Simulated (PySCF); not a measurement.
**Working with the constants of NiH⁺**

ROHF-CCSD(T) constants of NiH⁺, ³Δ (triplet), unpaired electrons σ ↑, δ ↑ (basis Ni def2-TZVPPD, H def2-TZVPPD; no relativity; PySCF 2.14; masses 57.9353 and 1.0078 u):

| Property | Result |
| --- | --- |
| ωe | 1998.8 cm⁻¹ |
| ωexe | 39.8 cm⁻¹ |
| Be | 7.8834 cm⁻¹ |
| αe | 0.235 cm⁻¹ |
| De to Ni⁺ (3d9) + H | 1.68 eV |

Task: What force constant and bond length do these constants imply?

Result: Reduced mass μred = 0.99059 u; k = 5.8918×10⁻⁷·μred·ωe² (u, cm⁻¹, mdyn/Å) = 2.33 mdyn/Å; Re = √(16.8576/(μred·Be)) (u, cm⁻¹, Å) = 1.469 Å.

Task: Estimate the centrifugal constant D from the Kratzer relation and find the Dunham coefficient a1.

Result: D = 4Be³/ωe² = 0.000491 cm⁻¹; a1 = −1 − αeωe/(6Be²) = -2.26.

Correlated steps freeze 5 core orbitals. For an ion De counts to the pair picked by the measured ionisation energies or electron affinities, which need not be the lowest pair at this level. The CCSD T1 diagnostic is raised, a sign that a single reference may not be enough here. With d or f electrons several states lie close, and the lowest PBE0 determinant need not be the measured ground state.
